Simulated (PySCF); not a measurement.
BF₂, SMILES F[B]F (connectivity only; charge and spin as stated), charge +1, multiplicity 1.

Geometry optimised at PBE0-D3(BJ)/def2-TZVP. The spin state was assumed, not searched. The isomer is the one that the SMILES or the coordinates give; other isomers of the formula were not compared.

Vertical ionisation energy (IE) and electron affinity (EA) in eV. Rows of orbital energies are one-electron estimates. Where ΔSCF, EOM or ADC give a negative EA the extra electron is unbound and the value depends on the basis.

```
level                                           IE    EA
-------------------------------------------  -----  ----
−ε(HOMO), −ε(LUMO), PBE/def2-TZVPD (PySCF)   20.56  9.46
−ε(HOMO), −ε(LUMO), PBE0/def2-TZVPD (PySCF)  22.69  8.39
EOM-CCSD/aug-cc-pVDZ (PySCF)                 26.41  5.88
ADC(2)/aug-cc-pVDZ (PySCF)                   25.20  5.91
```

Computed lowest 1s main lines (those of the lightest heavy element) from CVS-ADC(2)-x/aug-cc-pVDZ (PySCF, non-relativistic), with pole strengths:
216.2 eV (1.69).

Question: Beyond the first one, list the lowest photoelectron lines from ADC(2)/aug-cc-pVDZ in PySCF with their pole strengths (two spins summed). (Estimate from the structure and the level; the computed values follow.)

Answer: 26.97 eV (1.78), 26.97 eV (1.78), 28.55 eV (1.77), 28.93 eV (1.78).
